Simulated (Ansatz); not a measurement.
Consider the substitution at a C–Al bond: `[AlH2][CH2]OCS` + H–F → `FCOCS` + `[AlH3]`.

Calculated with Ansatz (gas phase, PBE0-D4/def2-TZVP geometries, no zero-point term in ΔE). CBS: MP2 limit from def2 TZ/QZ plus the TZ coupled-cluster correction, frozen cores. This one scheme is used for every species. DFT in def2-TZVPP. B3LYP here is the variant with VWN-RPA as its local correlation; programs differ in this. Each species was taken in one conformer, which may not be the lowest.

Q: Is it downhill or uphill in electronic energy at CCSD(T)/CBS, and by how much? (An estimate is asked.)

A: Ansatz gave: Uphill: ΔE = +11.3 kcal/mol.

Q: What do these levels give: PBE-D4, r2SCAN-D4, PBE0-D4, B3LYP-D4, ωB97M-V, B2PLYP, PBE0, MP2/def2-TZVPP, SCS-MP2/def2-TZVPP, HF/def2-QZVPP, SCS-MP2/def2-QZVPP, MP2/CBS(def2)? (Estimate.)

A: Computed: PBE-D4 10.1, r2SCAN-D4 8.7, PBE0-D4 9.8, B3LYP-D4 8.7, ωB97M-V 8.5, B2PLYP 8.3, PBE0 8.7, MP2/def2-TZVPP 11.9, SCS-MP2/def2-TZVPP 9.2, HF/def2-QZVPP 1.9, SCS-MP2/def2-QZVPP 10.3, MP2/CBS(def2) 13.7 kcal/mol.

Largest T1 diagnostic among the species: 0.012.

The D4 term adds +1.8 kcal/mol with B3LYP and +1.0 kcal/mol with PBE0; it sums over pairs of atoms, weighted by their polarisabilities, and B3LYP, whose exchange is more repulsive, gets the larger term. In def2-TZVPP, CCSD(T) changes the Hartree–Fock value by +7.7 kcal/mol (the triples alone add +0.8 kcal/mol) and MP2 by +10.2 kcal/mol.
